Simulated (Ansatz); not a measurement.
Ansatz results at the PBE0-D4/def2-TZVP geometry: LUMO energy (PBE/def2-TZVPP) -1.26 eV; LUMO energy (ωB97M-V/def2-TZVPP) 1.68 eV; HOMO energy (B3LYP/def2-TZVPP) -7.58 eV.

Each molecule was computed in one conformer, which needn't be the lowest.

(1) Which molecule gave them?
A. `[NH2][SnH]1[NH][SiH2]1`
B. `O[SiH](F)[SiH2][SiH3]`
C. `O[SiH2]/C=C/F`
D. `F[SiH]1CS1`

Answers

(1) C. The others give `F[SiH]1CS1`: -1.06, 1.80, -7.10; `[NH2][SnH]1[NH][SiH2]1`: -1.98, 0.58, -6.60; `O[SiH](F)[SiH2][SiH3]`: -1.33, 1.16, -7.74.

B3LYP here is the variant with VWN-RPA as its local correlation; programs differ in this.
